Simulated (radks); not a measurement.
Values are calculated unless marked as measured or tabulated.
Problem. Ionisation of the lanthanum ion La40+, [Ne] 3s2 3p5, to [Ne] 3s2 3p4 as the strength of local exchange is varied. Level of theory: scalar-relativistic Kohn-Sham, Slater X-alpha exchange (alpha = 2/3 is LDA exchange), no correlation, spin-unpolarised, spherical densities, point nucleus (a radial shooting solver on a logarithmic mesh with Libxc functionals).

alpha  E(La40+) (hartree)  exchange (hartree)  IE (eV)  -e of the level emptied (eV)  <r> of it (bohr)
0.555          -7101.1084            -95.8042   3055.2                   3010.7 (3p)            0.2544
0.61           -7110.6522           -105.3936   3063.8                   3019.4 (3p)            0.2541
0.611          -7110.8258           -105.5681   3064.0                   3019.5 (3p)            0.2541
0.777          -7139.6839           -134.6161   3090.0                   3045.8 (3p)            0.2530
0.792          -7142.2955           -137.2487   3092.3                   3048.1 (3p)            0.2529
0.825          -7148.0432           -143.0448   3097.5                   3053.4 (3p)            0.2527
0.955          -7170.7164           -165.9383   3118.0                   3074.0 (3p)            0.2519
?              -7120.5522           -115.3499   3072.7                   3028.4 (3p)            0.2537

Which alpha was used in the last row?

Solution. alpha = 0.667. NIST Atomic Spectra Database: 3036 eV (theoretical). The central value is not met in this range of alpha. Spin polarisation and multiplet splitting are left out, so open shells lie too high by an amount that depends on their filling. Spin-orbit splitting is averaged out at the scalar-relativistic level.

Beside tabulated values, note that spin-unpolarised runs miss the spin-polarisation part of the exchange energy of open shells.
